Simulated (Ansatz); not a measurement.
`[SiH3]N[SiH2]O[SiH3]` + `[CH3][Ga]([CH3])[C]#N` → `N#C[SiH2]N[SiH3]` + `[CH3][Ga]([CH3])[O][SiH3]`  (redistribution)

Computed with Ansatz on PBE0-D4/def2-TZVP structures; ΔE is electronic, products minus reactants. CCSD(T)/CBS adds triple-zeta CCSD(T) − MP2 to the extrapolated MP2 energy (def2 sets, frozen cores). DFT in def2-TZVPP. For Ga outer-core shells are correlated without core-valence functions, which leaves a few kJ/mol of doubt a bond. Scalar relativity is left out up to krypton. Each species was taken in one conformer, which may not be the lowest.

(1) Is it downhill or uphill in electronic energy at CCSD(T)/CBS, and by how much? (Estimate.)

(2) What do these levels give: ωB97X-V, PBE, HF/def2-TZVPP, CCSD/def2-TZVPP, CCSD(T)/def2-TZVPP, CCSD/CBS(def2)? (An estimate is asked.)

Largest T1 diagnostic among the species: 0.012.

## Answers

(1) The calculation gave: Uphill: ΔE = +49.8 kJ/mol.

(2) Computed: ωB97X-V 50.1, PBE 40.3, HF/def2-TZVPP 59.0, CCSD/def2-TZVPP 51.4, CCSD(T)/def2-TZVPP 49.4, CCSD/CBS(def2) 51.7 kJ/mol.

From PBE to PBE0 (25 % exact exchange), in def2-TZVPP and without D4, ΔE moves by +6.5 kJ/mol. In def2-TZVPP, CCSD(T) changes the Hartree–Fock value by −9.7 kJ/mol (the triples alone add −2.0 kJ/mol) and MP2 by −10.4 kJ/mol.
